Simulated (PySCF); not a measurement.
# How the method moves the HOMO and LUMO of `C=N[SiH2]N[SiH3]`

CH8N2Si2.
Z-matrix (Å and degrees, PBE0-D3(BJ)/def2-SVP geometry), rows numbered from 1:
```
C 
N   1  1.2612
Si  2  1.7590  1  124.45
N   3  1.7315  2  111.27  1   120.95
Si  4  1.7417  3  128.49  2   -92.37
H   1  1.1070  2  120.76  3  -179.27
H   1  1.1135  2  124.47  3     0.67
H   3  1.4996  2  110.98  1     1.07
H   3  1.4901  2  105.95  1  -120.26
H   4  1.0174  3  114.95  2    77.25
H   5  1.4975  4  113.11  3   105.03
H   5  1.4958  4  110.92  3  -134.35
H   5  1.4923  4  107.10  3   -14.67
```

Basis pcSseg-1 throughout (PySCF), one geometry. Geometry: PBE0-D3(BJ)/def2-SVP, one conformer, isolated molecule.

Problem. How do the orbital energies, the gap and the dipole change with the method?

Solution. 
```csv
method,kind,HOMO (eV),LUMO (eV),gap (eV),μ (D),SCF cycles
BLYP,GGA,-5.52,-1.83,3.69,0.42,15
OPBE,GGA,-5.61,-1.90,3.71,0.48,16
PBE,GGA,-5.63,-1.99,3.64,0.45,15
B97-D,GGA,-5.65,-1.87,3.78,0.48,15
LDA,LDA,-5.71,-2.23,3.48,0.48,15
BP86,GGA,-5.74,-2.08,3.66,0.48,15
KT2,GGA,-5.75,-1.93,3.83,0.49,16
KT3,GGA,-5.77,-1.89,3.88,0.46,16
B3LYP,global hybrid,-6.80,-1.10,5.71,0.56,14
HF,Hartree–Fock,-10.51,3.21,13.72,0.95,11
```

The HOMO spans 4.99 eV, from BLYP down to HF, and the gap runs from 3.48 eV (LDA) to 13.72 eV (HF). Over the methods BLYP (0 %), OPBE (0 %), PBE (0 %), B97-D (0 %), LDA (0 %), BP86 (0 %), KT2 (0 %), KT3 (0 %), B3LYP (20 %), HF (100 %), a straight line through the gap against the share of exact exchange rises by 1.00 eV for each 10 % (correlation coefficient 0.999). The dipole ranges from 0.42 D (BLYP) to 0.95 D (HF). This basis has no diffuse functions.
